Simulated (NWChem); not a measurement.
Species: ZnGeH3I; SMILES [GeH3][Zn][I]

Computed with NWChem. Coordinates come from a PBE0/def2-SVP optimisation. No frequency run checked for a minimum. def2 effective core potentials on I; no spin-orbit coupling. Vertical excitations in the gas phase; the lowest state need not have the same character in each row.

```
level                       lowest excitation, singlet (eV)  oscillator strength of that lowest state  orbital gap (eV)
--------------------------  -------------------------------  ----------------------------------------  ----------------
PBE/def2-SVP, TDA                                      4.77                                     0.012              4.62
B3LYP/def2-SVP, TDA                                    5.07                                     0.013              5.98
Hartree-Fock/def2-SVP, CIS                              [?]                                     0.010               [?]
```

Task: Fill in the missing entries.

Result: 
- Hartree-Fock/def2-SVP, CIS, lowest excitation, singlet (eV): 6.62
- Hartree-Fock/def2-SVP, CIS, orbital gap (eV): 11.69
